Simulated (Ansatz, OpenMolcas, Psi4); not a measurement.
How methods differ on GeNH4O (SMILES [NH][GeH2][OH])

GeNH4O: 7 atoms, total charge 0, spin state doublet. As SMILES, `[NH][GeH2][OH]`. The coordinates come from a PBE0-D4/def2-TZVP relaxation. This is one conformer, not always the lowest.

Quantity: the vertical ionisation energy (to the singlet cation), in eV. The values are calculated.

```csv
level,kind,program,value (eV),CPU time (all runs)
UHF/def2-SVPD,Hartree–Fock,OpenMolcas,11.14,52 s
USVWN5/def2-SVPD,LDA,OpenMolcas,10.48,2.6 min
UBLYP/def2-SVPD,GGA,OpenMolcas,10.39,3.7 min
U-r2SCAN/def2-SVPD,meta-GGA,Ansatz,11.01,60 s
UB3LYP/def2-SVPD,global hybrid,Ansatz,11.08,33 s
UBHLYP/def2-SVPD,global hybrid,Ansatz,11.46,37 s
UCAM-B3LYP/def2-SVPD,range-separated hybrid,Ansatz,11.40,40 s
UB2PLYP/def2-SVPD (density fitting for correlation),double hybrid,Psi4,11.23,65 s
UMP2/def2-SVPD,perturbation theory,Ansatz,11.68,21 s
UCCSD(T)/def2-SVPD,coupled cluster or CI,Ansatz,10.97,5.7 min
```

All-electron rows without a relativistic Hamiltonian named are non-relativistic. The values span 10.39 to 11.68 eV. The coupled-cluster rows rest on a doubtful reference here (large T1 or Brueckner and Hartree–Fock orbitals at odds), and rows may lie in different states. In the correlated wave-function rows the outer d shell of Ge is correlated, in sets not made for it. The second state's dipole differs much between rows, so they may not all be the same state. Times are those of the runs behind each value, whatever else they computed, on shared processors of several kinds: orders of magnitude only.
